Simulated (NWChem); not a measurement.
System: CHCl2, doublet; SMILES Cl[CH]Cl

Excerpt of the output:

```
             Northwest Computational Chemistry Package (NWChem) 7.3.0
             --------------------------------------------------------

                             Geometry "geometry" -> ""
                             -------------------------

 Output coordinates in angstroms (scale by  1.889725989 to convert to a.u.)

  No.       Tag          Charge          X              Y              Z
 ---- ---------------- ---------- -------------- -------------- --------------
    1 Cl                  17.0000    -0.17383500    -0.00109900     1.48406600
    2 C                    6.0000     0.69338300     0.07014700     0.00000000
    3 Cl                  17.0000    -0.17383500    -0.00109900    -1.48406600
    4 H                    1.0000     1.68502100    -0.36530400     0.00000000

 Effective nuclear repulsion energy (a.u.)     124.6835317774

                                 NWChem DFT Module
                                 -----------------

 Summary of "ao basis" -> "ao basis" (spherical)
 ------------------------------------------------------------------------------
       Tag                 Description            Shells   Functions and Types
 ---------------- ------------------------------  ------  ---------------------
 Cl                        def2-tzvp                13       37   5s5p2d1f
 C                         def2-tzvp                11       31   5s3p2d1f
 H                         def2-tzvp                 4        6   3s1p

 in cosmo_initialize ...
 calling solv_data for solv:h2o

 solvent parameters
 solvname_short: h2o
 solvname_long:  water
 dielec:       78.4000
 dielecinf:     1.7769
 aqueous SMD model solvent descriptors
 dielec:       78.4000
 sola:          0.8200

          ---------------
          -cosmo- solvent
          ---------------
 Cosmo: York-Karplus, doi: 10.1021/jp992097l
 dielectric constant -eps-     =  78.40
 screen = (eps-1)/(eps    )    =   0.98724
 surface charge correction     = lagrangian

   van der Waals surface
 --------------------------

[...]

                                COSMO-SMD solvation results
                                ---------------------------

             internal energy in gas <Psi(g)|H|Psi(g)> =      -959.033497410545
         internal energy in solvent <Psi(s)|H|Psi(s)> =      -959.032873525829
                               delta internal energy  =         0.000623884715 (    0.39 kcal/mol)
   total free energy in solvent <Psi(s)|H+V/2|Psi(s)> =      -959.036679505786
 polarization energy contribution <Psi(s)|V/2|Psi(s)> =        -0.003805979957 (   -2.39 kcal/mol)
    total free energy in solvent including G(SMD-CDS) =      -959.032574753852
                       G(SMD-CDS) energy contribution =         0.004104751934 (    2.58 kcal/mol)
     1 M fixed-concentration free energy of solvation =         0.000922656692 (    0.58 kcal/mol)

                    DFT Final Alpha Molecular Orbital Analysis
                    ------------------------------------------

 Vector   19  Occ=1.000000D+00  E=-4.001011D-01
              MO Center= -2.3D-02, -1.0D-02,  1.9D-06, r^2= 3.2D+00
   Bfn.  Coefficient  Atom+Function         Bfn.  Coefficient  Atom+Function
  ----- ------------  ---------------      ----- ------------  ---------------
    15      0.348772  1 Cl px                83      0.348771  3 Cl px
    18      0.236608  1 Cl px                86      0.236608  3 Cl px
    12      0.175057  1 Cl px                80      0.175057  3 Cl px
     6     -0.133756  1 Cl px                74     -0.133755  3 Cl px
    43     -0.129406  2 C  px               107     -0.125567  4 H  s

 Vector   20  Occ=1.000000D+00  E=-3.922821D-01
              MO Center= -1.2D-01,  2.2D-03, -2.0D-06, r^2= 3.4D+00
   Bfn.  Coefficient  Atom+Function         Bfn.  Coefficient  Atom+Function
  ----- ------------  ---------------      ----- ------------  ---------------
    15      0.282199  1 Cl px                83     -0.282200  3 Cl px
    17      0.280718  1 Cl pz                85      0.280718  3 Cl pz
    18      0.189701  1 Cl px                86     -0.189702  3 Cl px
    20      0.183513  1 Cl pz                88      0.183513  3 Cl pz
    12      0.139871  1 Cl px                80     -0.139872  3 Cl px

 Vector   21  Occ=1.000000D+00  E=-2.770512D-01
              MO Center=  3.5D-01,  1.3D-01, -8.0D-08, r^2= 2.5D+00
   Bfn.  Coefficient  Atom+Function         Bfn.  Coefficient  Atom+Function
  ----- ------------  ---------------      ----- ------------  ---------------
    44      0.376272  2 C  py                47      0.366580  2 C  py
    50      0.275605  2 C  py                19     -0.257527  1 Cl py
    87     -0.257527  3 Cl py                16     -0.247080  1 Cl py
    84     -0.247080  3 Cl py                13     -0.133568  1 Cl py
    81     -0.133568  3 Cl py                42      0.132323  2 C  s

 Vector   22  Occ=0.000000D+00  E= 4.009472D-02
              MO Center=  1.1D-01, -2.9D-02,  3.0D-07, r^2= 4.0D+00
   Bfn.  Coefficient  Atom+Function         Bfn.  Coefficient  Atom+Function
  ----- ------------  ---------------      ----- ------------  ---------------
    41      0.836562  2 C  s                 42      0.828201  2 C  s
   108     -0.607417  4 H  s                 20      0.515541  1 Cl pz
    88     -0.515540  3 Cl pz                 5     -0.469564  1 Cl s
    73     -0.469564  3 Cl s                 46     -0.331056  2 C  px
    17      0.242459  1 Cl pz                85     -0.242459  3 Cl pz

[...]
```

Level: M06-2X/def2-TZVP, spin-unrestricted, SMD on the gas-phase geometry. In the optimisation the excess spin sits in a' (Cs, its own frame). The geometry was optimised at B3LYP/6-31G* (spherical d), spin-unrestricted. No stability test was run on the SCF state. Solvent: water.

Problem. Reconstruct the input file.

Solution. One answer among several that fit: the input that was run:
```
start job
memory heap 200 mb stack 900 mb global 1100 mb
geometry units angstroms noautosym nocenter noautoz
  Cl    -0.173835    -0.001099     1.484066
  C      0.693383     0.070147     0.000000
  Cl    -0.173835    -0.001099    -1.484066
  H      1.685021    -0.365304     0.000000
end
basis spherical
  Cl library def2-tzvp
  C library def2-tzvp
  H library def2-tzvp
end
dft
  odft
  mult 2
  xc m06-2x
  iterations 150
end
cosmo
  do_cosmo_smd true
  solvent water
end
task dft energy
```
